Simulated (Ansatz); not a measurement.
Basis sets compared for Li₆H₅. The state is a doublet with charge 0. Geometry r2SCAN-D4/def2-TZVP. Ansatz on 4 threads of Arm Neoverse V2 on a shared host; times are rough, and most runs start from earlier orbitals.

```
atom    x (Å)    y (Å)    z (Å)
 Li1  -1.2004  -1.2538  -1.0856
 Li2  -0.8236  -1.2977   1.3536
 Li3   1.1574   1.4779  -1.5011
 Li4   1.2128  -1.0227  -0.2055
 Li5   1.5663   1.4277   1.1268
 Li6  -0.7919   0.9807   0.1404
  H7   0.4903   2.3001  -0.0349
  H8  -0.1297  -2.2575  -0.0192
  H9   0.0534   0.0453  -1.4036
 H10   0.4757  -0.0044   1.3242
 H11  -2.0104  -0.3955   0.3049
```

B3LYP takes the VWN-RPA correlation. The structure comes from a short search, and lower isomers may exist.

Binding counts from free atoms (Li doublet, H doublet) in the same basis, without a counterpoise term.

```
                          level  functions  energy (Eh)  HOMO (eV)  LUMO (eV)  binding per atom (eV)  wall time
                      HF/STO-3G         35     -46.9227      -3.96       2.95                   1.72      0.1 s
                       HF/6-31G         64     -47.6320      -4.56       0.95                   1.37     0.25 s
                   HF/def2-TZVP        114     -47.6597      -4.57       1.00                   1.40      0.4 s
                PBE-D4/def2-SVP         79     -47.9951      -2.43      -1.30                   1.93      1.1 s
               PBE-D4/def2-TZVP        114     -48.0323      -2.52      -1.34                   1.89      1.2 s
            r2SCAN-D4/def2-TZVP        114     -48.1506      -2.57      -1.01                   1.91      2.4 s
                 B3LYP-D4/6-31G         64     -48.2284      -2.91      -0.94                   1.93      1.6 s
             B3LYP-D4/def2-TZVP        114     -48.2611      -2.89      -0.99                   1.96      1.4 s
               PBE0-D4/def2-SVP         79     -48.0317      -3.01      -0.73                   1.91      1.6 s
PBE0-D4/def2-TZVP (with forces)        114     -48.0669      -3.12      -0.75                   1.88      2.1 s
```

Q: Estimate the rows for PBE-D4/def2-TZVPD, r2SCAN-D4/def2-TZVPD, PBE0-D4/def2-TZVPD.

A: 
```
               level  functions  energy (Eh)  HOMO (eV)  LUMO (eV)  binding per atom (eV)  wall time
   PBE-D4/def2-TZVPD        147     -48.0385      -2.48      -1.34                   1.90      1.8 s
r2SCAN-D4/def2-TZVPD        147     -48.1574      -2.52      -0.99                   1.93      3.6 s
  PBE0-D4/def2-TZVPD        147     -48.0738      -3.07      -0.77                   1.90      2.2 s
```
